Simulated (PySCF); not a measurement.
# Simulated characterisation data

One averaged value for each set of equivalent atoms, one conformer, gas phase, non-relativistic Hamiltonian. Couplings computed with B3LYP/pcJ-1 (spin–dipole term left out of most H,H and C,H couplings); coordinates at the GFN2-xTB level; GIAO PBE0/pcSseg-1 shieldings; PySCF.

δ = σ(ref) − σ, references computed at the same level: $^{1}$H (31.72 ppm), $^{13}$C (186.93 ppm) against TMS. Multiplet labels drop J under 1 Hz and among equivalent protons, and merge close values. Unscaled 3J(H,H) run several per cent high. Splittings of carbon signals by F and P are missing where no couplings were computed. Where no couplings were computed, multiplicities follow the n + 1 count of equivalent neighbours, and m marks all less simple cases (inequivalent or close neighbours, rings, F or P nearby). Shifts are as computed. Against solution values, carbons near 30 ppm lie about +3 ppm off and those near 130 ppm about +5 ppm. Of 1211 compounds with measured shifts, 218 miss one by over three times the rms of a fit or turn the order of signals round; such compounds aren't used in these exercises.

Compound 1 (C₂H₁₀F₂OSi₃). $^{1}$H NMR (600 MHz, computed): δ 6.38 (m, 1H), 4.20 (s, 9H). $^{13}$C{$^{1}$H} NMR (computed): δ 125.1, 56.2. Structure: SMILES FC(F)OC([SiH3])([SiH3])[SiH3].

Compound 2 (C₈H₁₃PSi). $^{1}$H NMR (600 MHz, computed): δ 9.36 (m, 1H), 8.26 (m, 1H), 8.11 (m, 1H), 7.65 (m, 1H), 0.38 (s, 9H). $^{13}$C{$^{1}$H} NMR (computed): δ 184.5 (C), 166.4 (CH), 142.0 (CH), 137.6 (CH), 131.7 (CH), 1.3 (CH3). Structure: `C[Si](C)(C)c1ccccp1`.

Compound 3 (C₄H₅NO₂). $^{1}$H NMR (600 MHz, computed): δ 8.28 (d, J = 2.1 Hz, 1H), 6.09 (d, J = 2.1 Hz, 1H), 4.17 (s, 3H). $^{13}$C{$^{1}$H} NMR (computed): δ 178.9, 165.8, 102.7, 58.0. Structure: `COc1ccon1`.

Compound 4 (C₄H₅NO). $^{1}$H NMR (600 MHz, computed): δ 6.80 (ddt, J = 15.6, 8.6, 1.0 Hz, 1H), 4.34 (dd, J = 8.6, 5.2 Hz, 1H), 4.29 (d, J = 1.0 Hz, 2H), 3.97 (dd, J = 15.6, 5.2 Hz, 1H). $^{13}$C{$^{1}$H} NMR (computed): δ 159.3 (CH), 119.3 (C), 88.4 (CH2), 53.2 (CH2). Structure: `C(=C)OCC#N`.
